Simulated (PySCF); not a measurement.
**Vertical excitation energies**

Ti(NCS)4, C4N4S4Ti (singlet state).
SMILES: `S=C=[N][Ti]([N]=C=S)([N]=C=S)[N]=C=S`

Theory: PySCF 2.14.0, density-fitted response routines, TDDFT wB97X-D/def2-SVPD, vertical, gas phase, core orbitals frozen in the response. Geometry: PBE0-D3(BJ)/def2-SVP; no solvent, vibrations or thermal averaging.

Predict the UV-vis stick spectrum at this level.

```
state  E (eV)  E (hartree)       f                   main configurations (H = HOMO, L = LUMO)
   S1    3.29       0.1207  0.0000                                     H-2/H-1/H→L/L+1 (≥83%)
   S2    3.29       0.1208  0.0000                                     H-2/H-1/H→L/L+1 (≥70%)
   S3    3.29       0.1208  0.0000                                     H-2/H-1/H→L/L+1 (≥78%)
   S4    3.52       0.1293   0.046                   H-2/H-1/H→L/L+1 (≥55%), H-4→L/L+1 (≥10%)
   S5    3.52       0.1294   0.046                   H-2/H-1/H→L/L+1 (≥52%), H-3→L/L+1 (≥13%)
   S6    3.52       0.1294   0.048                                     H-2/H-1/H→L/L+1 (≥59%)
   S7    3.63       0.1333  0.0000       H-4→L/L+1 (≥35%), H-5→L/L+1 (≥20%), H-3→L/L+1 (≥14%)
   S8    3.63       0.1334  0.0000                         H-3→L/L+1 (≥47%), H-5→L/L+1 (≥20%)
   S9    3.63       0.1334  0.0000                         H-4→L/L+1 (≥34%), H-5→L/L+1 (≥26%)
  S10    3.69       0.1357  0.0000   H-7→L/L+1 (≥28%), H-6→L/L+1 (≥28%), H-2/H-1/H→L+2 (≥10%)
  S11    3.90       0.1432  0.0000                         H-6→L/L+1 (≥32%), H-7→L/L+1 (≥18%)
  S12    3.90       0.1432  0.0000                         H-6→L/L+1 (≥32%), H-7→L/L+1 (≥18%)
  S13    4.29       0.1576   0.278  H-3→L/L+1 (≥39%), H-5→L/L+1 (≥10%), H-2/H-1/H→L/L+1 (≥9%)
  S14    4.29       0.1577   0.280                   H-4→L/L+1 (≥36%), H-2/H-1/H→L/L+1 (≥13%)
  S15    4.29       0.1578   0.274       H-5→L/L+1 (≥28%), H-4→L/L+1 (≥22%), H-3→L/L+1 (≥12%)
```

Triplets, Tamm–Dancoff:

```json
{"state": "T1", "E (eV)": "3.11", "λ (nm)": "398.9", "main configurations (H = HOMO, L = LUMO)": "H-2/H-1/H→L/L+1 (≥70%)"}
{"state": "T2", "E (eV)": "3.11", "λ (nm)": "398.6", "main configurations (H = HOMO, L = LUMO)": "H-2/H-1/H→L/L+1 (≥77%)"}
{"state": "T3", "E (eV)": "3.11", "λ (nm)": "398.3", "main configurations (H = HOMO, L = LUMO)": "H-2/H-1/H→L/L+1 (≥71%)"}
```

The lowest singlet level (S1/S2/S3) lies at 3.29 eV (377 nm, ultraviolet) and is dark (f under 0.0005). The most intense listed level is S13/S14/S15 at 4.29 eV (289 nm, f = 0.832 summed), 1.00 eV above S1. It is the last of those listed, so stronger ones may follow. S1/S2/S3, S4/S5/S6, S7/S8/S9, S11/S12 and S13/S14/S15 lie within about 0.01 eV of each other in each set. For S1 the Löwdin share of titanium is at most 10% in HOMO and 56% in LUMO (ligand-to-metal charge transfer by this measure). The listed states span 1.01 eV, and the widest gap between neighbours is 0.39 eV (S12 to S13). Orbital energies (eV): HOMO-3 -10.14, HOMO-2 -9.60, HOMO-1 -9.60, HOMO -9.60, LUMO -2.41, LUMO+1 -2.41, LUMO+2 -1.34. Of the 15 states listed, 6 reach f = 0.01 and 9 stay under 0.0005. No computed singlet lies in the visible range (380 to 750 nm); the lowest, at 377 nm, stands 0.02 eV above its violet end (3.26 eV); a Tamm–Dancoff triplet lies at 399 nm, without intensity as long as spin–orbit coupling is left out. Orbitals of the list HOMO-3 to LUMO+2 that lie within 0.01 eV of each other are written together with a slash and their weights summed (≥ marks a lower bound); for degenerate orbitals outside that list single weights are arbitrary. Singlets were solved by full linear response, triplets in the Tamm–Dancoff approximation.
